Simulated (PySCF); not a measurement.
# 3-chloroaniline: 4 charge schemes on one density

3-chloroaniline, C₆H₆ClN.
Cartesian coordinates in Å at the GFN2-xTB level; atoms count from 1:
```
atom  x, y, z in Å
N1     2.2873   -0.3394   -0.0926
C2     0.9328   -0.1106   -0.0295
C3     0.4147    1.1713   -0.2275
C4    -0.9492    1.3797   -0.2328
C5    -1.8319    0.3294   -0.0396
C6    -1.3135   -0.9391    0.1599
Cl7   -2.3912   -2.2702    0.4141
C8     0.0478   -1.1717    0.1687
H9     2.8901    0.4563    0.0340
H10    2.6243   -1.2000    0.3055
H11    1.0940    1.9974   -0.3789
H12   -1.3367    2.3756   -0.3861
H13   -2.8974    0.4900   -0.0435
H14    0.4283   -2.1692    0.3262
```

Density: PBE0/pcSseg-1 (PySCF); schemes: Mulliken, IAO, Hirshfeld and ESP-fitted. Isolated species at its GFN2-xTB geometry, gas phase.

What partial charge does each atom carry?

In e:

```csv
atom,environment,Mulliken,IAO,Hirshfeld,ESP-fitted
N1,aniline-type nitrogen,-0.410,-0.504,-0.190,-0.773
C2,aromatic carbon bearing nitrogen,+0.047,+0.138,+0.056,+0.261
C3,aromatic CH carbon,-0.060,-0.210,-0.079,-0.222
C4,aromatic CH carbon,-0.078,-0.132,-0.044,-0.233
C5,aromatic CH carbon,+0.033,-0.201,-0.084,-0.032
C6,aromatic C–Cl carbon,-0.245,+0.005,+0.015,-0.103
Cl7,aryl chlorine,-0.095,-0.040,-0.040,-0.077
C8,aromatic CH carbon,+0.080,-0.219,-0.090,-0.137
H9,N–H hydrogen,+0.185,+0.270,+0.133,+0.354
H10,N–H hydrogen,+0.184,+0.270,+0.134,+0.356
H11,aromatic hydrogen,+0.086,+0.145,+0.045,+0.165
H12,aromatic hydrogen,+0.094,+0.158,+0.054,+0.170
H13,aromatic hydrogen,+0.087,+0.163,+0.046,+0.120
H14,aromatic hydrogen,+0.092,+0.156,+0.044,+0.150
```

Mean size of the charges over all atoms: ESP-fitted 0.225 e, IAO 0.187 e, Mulliken 0.127 e, Hirshfeld 0.075 e. Each set sums to the total charge, 0, to within 0.001 e. The IAO scheme counts the electrons in orthogonalised intrinsic atomic orbitals, a minimal basis polarised so that it spans the occupied orbitals exactly. The ESP scheme fits charges at the nuclei, held to the total charge, to the electrostatic potential on points at 1.4 to 2.0 times the van der Waals radii.

Lowest charge. All schemes agree: Mulliken N1 (-0.410); IAO N1 (-0.504); Hirshfeld N1 (-0.190); ESP-fitted N1 (-0.773).

Highest charge. All schemes pick atoms of one kind: Mulliken H9 (+0.185); IAO H9 and H10 (+0.270); Hirshfeld H10 (+0.134); ESP-fitted H10 (+0.356).

How closely do the schemes follow one another over all atoms?

Correlation coefficient and root-mean-square difference: IAO with Hirshfeld 0.99, 0.132 e; IAO with ESP-fitted 0.94, 0.108 e; Hirshfeld with ESP-fitted 0.93, 0.207 e; Mulliken with ESP-fitted 0.88, 0.164 e; Mulliken with IAO 0.76, 0.143 e; Mulliken with Hirshfeld 0.74, 0.112 e.

How many electrons does the Hirshfeld scheme count on C8?

Z − q = 6 − (-0.090) = 6.090.

Sum the charges by element, for elements with more than one atom.

```csv
element,atoms,Mulliken,IAO,Hirshfeld,ESP-fitted
C,6,-0.223,-0.620,-0.226,-0.465
H,6,+0.728,+1.163,+0.456,+1.315
```

These values come from a run that also computed NMR shieldings. Hardware: one thread of an x86-64 server, on a shared host. Cost: 21 s.
